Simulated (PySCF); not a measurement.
Species: C5H6FN.
Structure used (GFN2-xTB), in Å, numbered top down from 1:
```
atom  x, y, z in Å
C1    -1.875   -0.120   -0.068
N2    -0.445   -0.022    0.004
C3     0.265    1.133    0.012
C4     1.604    0.841    0.045
C5     1.685   -0.560    0.052
F6     2.819   -1.283    0.089
C7     0.416   -1.075    0.023
H8    -2.192   -1.102    0.278
H9    -2.333    0.643    0.562
H10   -2.227    0.018   -1.095
H11   -0.225    2.087   -0.002
H12    2.422    1.531    0.064
H13    0.081   -2.092    0.019
```

Vertical excitations from PySCF (density fitting, frozen core in the response, grid level 2 and gas phase unless stated; continuum runs use non-equilibrium linear response for the excitations) on a GFN2-xTB geometry. Reference run:

| settings | S1, eV (f) | S2, eV (f) | S3, eV (f) | S4, eV (f) | S5, eV (f) | S6, eV (f) | T1, eV (Tamm–Dancoff) | mean α (au) |
| --- | --- | --- | --- | --- | --- | --- | --- | --- |
| CAM-B3LYP/def2-SVPD, full TDDFT, 8 singlets | 6.02 (0.001) | 6.23 (0.111) | 6.57 (0.017) | 6.62 (0.086) | 6.69 (0.020) | 6.96 (0.014) | 4.32 | 64.0 |

What do these settings give: (1) PW91/def2-SVPD, grid level 4, TDA, 1 singlet; (2) BLYP/def2-SVPD, fitting basis def2-universal-jkfit, full TDDFT, 6 singlets?

```csv
settings,"S1, eV (f)","S2, eV (f)","S3, eV (f)","S4, eV (f)","S5, eV (f)","S6, eV (f)","T1, eV (Tamm–Dancoff)",mean α (au)
"PW91/def2-SVPD, grid level 4, TDA, 1 singlet",4.99 (0.001),–,–,–,–,–,–,66.3
"BLYP/def2-SVPD, fitting basis def2-universal-jkfit, full TDDFT, 6 singlets",4.92 (0.001),5.51 (0.007),5.64 (0.060),5.83 (0.008),5.90 (0.006),6.04 (0.015),–,66.8
```

(1) S1 moves by -1.03 eV; functional and response scheme change together, so the shift can't be laid on one. (2) S1 moves by -1.10 eV (BLYP has no exact exchange, CAM-B3LYP range-separated exact exchange). States are counted by energy in each run and needn't keep their character from row to row.

Give the leading configurations of S1 (H = HOMO, L = LUMO) and the HOMO–LUMO gap of each run.

```
                                                                  settings  S1 configurations (weight)  S1 (eV)  orbital gap (eV)  S1 − gap (eV)
                               CAM-B3LYP/def2-SVPD, full TDDFT, 8 singlets                    H→L 0.89     6.02              8.71          -2.69
                              PW91/def2-SVPD, grid level 4, TDA, 1 singlet                  H→L+1 1.00     4.99              4.88          +0.11
BLYP/def2-SVPD, fitting basis def2-universal-jkfit, full TDDFT, 6 singlets                  H→L+1 1.00     4.92              4.83          +0.09
```

